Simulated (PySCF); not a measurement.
Work out the structure from these simulated measurements.

Formula: C2H11ClOSi4.

* 1H NMR: chemical shifts (computed TMS as zero) by class: 12.22 (1 H), 6.00 (1 H), 5.83 (1 H), 4.39 (1 H), 4.20 (1 H), 4.17 (1 H), 4.07 (1 H), 3.15 (1 H), 0.53 (3 H) ppm [GIAO PBE0/pcSseg-1]
* Dipole: 3.69 D [PBE0/pcSseg-1]
* 13C NMR: chemical shifts (computed TMS as zero) by class: 255.7 (1 C), -6.3 (1 C) ppm [GIAO PBE0/pcSseg-1]
* NMR, other nuclei: isotropic shieldings of nuclei other than C and H, by class: -528 (1 O), 385 (1 Si), 416 (1 Si), 419 (1 Si), 500 (1 Si), 950 (1 Cl) ppm [GIAO PBE0/pcSseg-1]
* Rotational structure: rotational constants A, B, C: 0.905, 0.625, 0.410 GHz [GFN2-xTB]

Gas-phase values; electronic properties from PySCF, density fitting. Levels stand in brackets. The structure is a single GFN2-xTB conformer in the gas phase; no vibrational or solvent corrections. NMR classes are plain means over equivalent atoms (diastereotopic ones count apart unless rotation or inversion swaps them), as if these changed places fast.

Question: What is the compound? Reason from the data.

Answer: Numbering: `[CH3:1][SiH2:2][Si@H:3]([SiH2:4][Cl:5])[SiH2:6][CH:7]=[O:8]`. Its formula, C2H11ClOSi4, gives 1 degree of unsaturation: 0 rings and 1 π bond in the structure found. 2 carbons fall into 2 classes; from least to most shielded: carbonyl carbon [C7] (255.7 ppm), Si-methyl carbon [C1] (-6.3 ppm). Hydrogen classes from least to most shielded: 1 H on a carbonyl carbon, C7 (12.22 ppm), 1 H on a chlorine-bound silicon, Si4 (6.00 ppm), 1 H on a chlorine-bound silicon, Si4 (5.83 ppm), 1 H on an SiH2 silicon, Si6 (4.39 ppm), 1 H on an SiH2 silicon, Si2 (4.20 ppm), 1 H on an SiH2 silicon, Si6 (4.17 ppm), 1 H on an SiH2 silicon, Si2 (4.07 ppm), 1 H on an SiH silicon, Si3 (3.15 ppm), 3 H on an Si-methyl carbon, C1 (0.53 ppm). The other shieldings belong to: -528 ppm, carbonyl oxygen [O8]; 385 ppm, chlorine-bound silicon [Si4]; 416 ppm, SiH2 silicon [Si6]; 419 ppm, SiH2 silicon [Si2]; 500 ppm, SiH silicon [Si3]; 950 ppm, silicon-bound chlorine [Cl5]. The optimised geometry has point group C1 and is an asymmetric top. Structure: `Cl[SiH2][Si@@H]([SiH2]C)[SiH2]C=O`. The assignments are read from this structure; whether some other isomer fits the data as well wasn't checked. The mirror image fits equally.

Shape of the structure used: `[CH3:1][SiH2:2][Si@H:3]([SiH2:4][Cl:5])[SiH2:6][CH:7]=[O:8]`: C1–Si2–Si3–Si4 -51°, Si2–Si3–Si4–Cl5 65°, Si2–Si3–Si6–C7 113°, Si3–Si6–C7–O8 7°.
